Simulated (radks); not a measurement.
The numbers below are computed, except where a source is named.
Charge is removed step by step from the 1s down level of Ne2+, starting from 1s(up 1, down 1) 2s2 2p4. Code: a radial shooting solver on a logarithmic mesh with Libxc functionals. Model: scalar-relativistic Kohn-Sham, SCAN, spin-polarised, spherical densities, finite nucleus; open shells are filled with parallel spins first; meta-GGA in the generalised Kohn-Sham scheme; Fermi nuclear charge, rms radius 3.0055 fm.

removed (e)  E - E(0) (eV)  eigenvalue (eV)
0                    0.000          -886.87
0.1                 89.133          -895.84
0.2                 179.17          -904.60
0.3                 270.05          -913.13
0.4                 361.77          -921.33
0.5                 454.29          -929.08
0.6                 547.56          -936.22
0.7                 641.50          -942.44
0.8                 735.99          -947.21
0.9                 830.85          -949.35

The mean slope of the eigenvalue, de/dn, is 69.4 eV per electron.
